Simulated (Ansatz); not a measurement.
Basis-set series for CH$_{8}$OSSi$_{2}$ (`CO[SiH2]S[SiH3]`). Charge 0, multiplicity 1. The structure was optimised at the PBE0-D4/def2-TZVP level. It is one conformer, not always the lowest.

```
functional       basis  functions  energy (Eh)  HOMO (eV)  LUMO (eV)
   PBE0-D4    def2-SVP        122  -1094.48623      -7.58       0.27
   PBE0-D4  def2-QZVPP        564  -1095.01190      -7.66      -0.22
   ωB97M-V    def2-SVP        122  -1094.86678      -9.70       2.21
   ωB97M-V  def2-QZVPP        564  -1095.39601      -9.83       1.27
```

(1) Give the rows for def2-TZVPP. (An estimate is asked.)

## Answers

(1) Ansatz gave: 
```json
{"functional": "PBE0-D4", "basis": "def2-TZVPP", "functions": "300", "energy (Eh)": "-1094.97302", "HOMO (eV)": "-7.64", "LUMO (eV)": "-0.07"}
{"functional": "ωB97M-V", "basis": "def2-TZVPP", "functions": "300", "energy (Eh)": "-1095.35946", "HOMO (eV)": "-9.81", "LUMO (eV)": "1.67"}
```

Positive LUMOs are unbound and depend on the basis.
